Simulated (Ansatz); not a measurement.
`N[SiH2][SiH2]Cl` + `C[NH][GeH2][Cl]` → `C[N]([SiH2]Cl)[GeH2][Cl]` + `N[SiH3]`  (cleavage of the Si–Si bond)

Isolated molecules relaxed with PBE0-D4/def2-TZVP in Ansatz; ΔE leaves out vibrations. CCSD(T)/CBS is the MP2 limit (def2-TZVPP, def2-QZVPP) plus CCSD(T) − MP2 in def2-TZVPP, frozen cores. This one scheme is used for every species. DFT in def2-TZVPP. B3LYP here is the variant with VWN-RPA as its local correlation; programs differ in this. For Ge outer-core shells are correlated without core-valence functions, which leaves a few kJ/mol of doubt a bond. Scalar relativity is left out up to krypton. Each species was taken in one conformer, which may not be the lowest.

```csv
level,ΔE (kJ/mol),difference from CCSD(T)/CBS
r2SCAN-D4,-65.1,9.0
B3LYP-D4,-69.2,4.9
B2PLYP,-72.4,1.7
PBE0,-54.2,19.9
B3LYP,-62.5,11.6
HF/def2-TZVPP,-78.0,-3.9
SCS-MP2/def2-TZVPP,-85.0,-10.9
CCSD/def2-TZVPP,-76.5,-2.4
HF/def2-QZVPP,-79.2,-5.1
HF/CBS(def2),-79.3,-5.2
CCSD(T)/CBS,-74.1,0
```

Largest T1 diagnostic among the species: 0.011.

The D4 term adds −6.7 kJ/mol with B3LYP and −3.8 kJ/mol with PBE0; it sums over pairs of atoms, weighted by their polarisabilities, and B3LYP, whose exchange is more repulsive, gets the larger term. From PBE to PBE0 (25 % exact exchange), in def2-TZVPP and without D4, ΔE moves by −6.8 kJ/mol.
